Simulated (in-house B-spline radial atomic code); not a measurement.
Configurations of neutral chromium, with energies counted from [Ar] 3d5 4s1. All numbers are computed (scalar-relativistic (X2C) PBE0, spin-polarised, spherical fractional occupations, exact exchange averaged over the configuration; Fermi nucleus of rms radius 3.6452 fm) with a radial B-spline atomic code at the basis-set limit, not measured. Shells without spins written out take the highest spin.

Occupations are held fixed; configurations that lie above the ionisation limit could autoionise.

```json
{"configuration": "[Ar] 3d5 5s1", "E - E(ref) (eV)": "4.6205", "highest orbital": "5s up", "its <r> (bohr)": "9.031"}
{"configuration": "[Ar] 3d5 5d1", "E - E(ref) (eV)": "6.0508", "highest orbital": "5d up", "its <r> (bohr)": "19.55"}
{"configuration": "[Ar] 3d5 4f1", "E - E(ref) (eV)": "6.0949", "highest orbital": "4f up", "its <r> (bohr)": "16.87"}
{"configuration": "[Ar] 3d5 5f1", "E - E(ref) (eV)": "6.4028", "highest orbital": "5f up", "its <r> (bohr)": "29"}
{"configuration": "[Ne] 3s2 3p5 3d5 4s1 4f1", "E - E(ref) (eV)": "45.9", "highest orbital": "4f up", "its <r> (bohr)": "16.72"}
```

(1) Order these further configurations by energy, lowest first.
A. [Ar] 3d4 4s1 5p1
B. [Ar] 3d5 5p1
C. [Ne] 3s2 3p5 3d5 4s1 5p1
D. [Ar] 3d4 4s1 4f1
E. [Ne] 3s2 3p5 3d5 4s2

(2) How far above the reference does [Ar] 3d4 4s1 5s1 lie?

Answers

(1) B (5.2778 eV), A (6.7271 eV), D (7.6646 eV), E (40.08 eV), C (44.953 eV).

(2) 6.016 eV; its least bound orbital is 5s up with <r> = 8.469 bohr.
